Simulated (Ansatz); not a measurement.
Compare A (`O=CN1CO[SiH2]1`) with its isomer B (`CO[SiH]1OC1=N`).

Gas-phase electronic energies from Ansatz, PBE0-D4/def2-TZVP geometries. CCSD(T)/CBS adds triple-zeta CCSD(T) − MP2 to the extrapolated MP2 energy (def2 sets, frozen cores). DFT in def2-TZVPP. B3LYP here is the variant with VWN-RPA as its local correlation; programs differ in this. Each species was taken in one conformer, which may not be the lowest.

Question: Which isomer does CCSD(T)/CBS put lower? Give the gap. (An estimate is asked.)

Answer: The calculation gave: A, by 11.8 kcal/mol.

Question: Give E(B) − E(A) in kcal/mol with r2SCAN-D4, B3LYP-D4, CCSD/def2-TZVPP, B3LYP, PBE-D4, HF/def2-TZVPP, ωB97M-V. (An estimate is asked.)

Answer: Ansatz gave: r2SCAN-D4 11.3, B3LYP-D4 12.2, CCSD/def2-TZVPP 13.7, B3LYP 11.5, PBE-D4 11.1, HF/def2-TZVPP 20.0, ωB97M-V 12.5. None reverses the order clearly.

Largest T1 diagnostic: 0.015.

In def2-TZVPP, CCSD(T) changes the Hartree–Fock value by −7.7 kcal/mol (the triples alone add −1.3 kcal/mol) and MP2 by −7.6 kcal/mol. From PBE to PBE0 (25 % exact exchange), in def2-TZVPP and without D4, E(B) − E(A) moves by +3.4 kcal/mol.
